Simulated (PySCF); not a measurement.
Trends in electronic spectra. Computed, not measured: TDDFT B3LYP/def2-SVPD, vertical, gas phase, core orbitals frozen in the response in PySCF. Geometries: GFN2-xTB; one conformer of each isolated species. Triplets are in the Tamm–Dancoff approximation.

Task: Rank by computed lowest singlet excitation energy, highest first.
A. `N#Cc1scpc1F`
B. `Cn1cpc(C#N)c1`
C. `N#Cc1pc(F)cs1`
D. `CC1=C([SiH3])P1`

Result: B (5.06 eV), D (4.83 eV), A (4.57 eV), C (4.26 eV).

```json
{"SMILES": "Cn1cpc(C#N)c1", "S1 (eV)": "5.06", "LUMO (eV)": "-1.25", "T1 (eV)": "3.60", "HOMO (eV)": "-6.87", "gap (eV)": "5.62", "first f ≥ 0.01 (nm)": "245", "S1 mainly": "H→L (40%)"}
{"SMILES": "CC1=C([SiH3])P1", "S1 (eV)": "4.83", "LUMO (eV)": "-0.73", "T1 (eV)": "3.76", "HOMO (eV)": "-6.43", "gap (eV)": "5.70", "first f ≥ 0.01 (nm)": "256", "S1 mainly": "H→L (93%)"}
{"SMILES": "N#Cc1scpc1F", "S1 (eV)": "4.57", "LUMO (eV)": "-2.71", "T1 (eV)": "3.04", "HOMO (eV)": "-7.66", "gap (eV)": "4.95", "first f ≥ 0.01 (nm)": "271", "S1 mainly": "H-1→L (57%)"}
{"SMILES": "N#Cc1pc(F)cs1", "S1 (eV)": "4.26", "LUMO (eV)": "-3.06", "T1 (eV)": "2.73", "HOMO (eV)": "-7.66", "gap (eV)": "4.60", "first f ≥ 0.01 (nm)": "291", "S1 mainly": "H-1→L (59%)"}
```

H and L stand for HOMO and LUMO.

- `Cn1cpc(C#N)c1`: Löwdin shares by element: HOMO carbon 40% or more, phosphorus 34%, nitrogen 12% or more; LUMO phosphorus 37%, carbon 32% or more, nitrogen 9% or more (atoms not listed hold the other 22%).
- `CC1=C([SiH3])P1`: Löwdin shares by element: HOMO phosphorus 42%, carbon 37% or more, hydrogen 14% or more; LUMO carbon 68%, silicon 14% (atoms not listed hold the other 19%).
- `N#Cc1scpc1F`: Löwdin shares by element: HOMO carbon 37% or more, phosphorus 28%, sulfur 14% (atoms not listed hold the other 21%); LUMO carbon 37% or more, sulfur 21%, phosphorus 19% (atoms not listed hold the other 23%).
- `N#Cc1pc(F)cs1`: Löwdin shares by element: HOMO carbon 42% or more, phosphorus 19%, nitrogen 15% (atoms not listed hold the other 24%); LUMO phosphorus 30%, carbon 20% or more, sulfur 18%, nitrogen 10% (atoms not listed hold the other 23%).
